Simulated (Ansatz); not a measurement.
C2H6CuN, SMILES `C[N](C)[Cu]`. Total charge 0; spin multiplicity 1. Correlated methods include outer-core shells of Cu, which these sets cover unevenly. Scalar relativity is left out up to krypton.

```xyz
10

C     0.394   -0.652    0.927
N    -0.087   -0.506   -0.424
C    -0.584    0.829   -0.640
Cu    0.997   -1.186   -1.744
H     0.751   -1.668    1.109
H     1.203    0.047    1.208
H    -0.435   -0.464    1.631
H    -0.975    0.943   -1.654
H     0.155    1.632   -0.469
H    -1.418    1.024    0.056
```

Q: Give the diagnostics of a CCSD(T)/def2-TZVPP run (frozen core, the Gaussian-basis code of Ansatz). (An estimate is asked.)

A: Ansatz gave: T1 = 0.0356, largest single amplitude 0.124, largest double 0.024, (T) share of the correlation energy 3.4 %, 20 CCSD cycles. The RHF solution is stable towards an unrestricted one. T1 lies over the customary mark of 0.02 for closed shells; compounds of d metals often pass it without a breakdown.
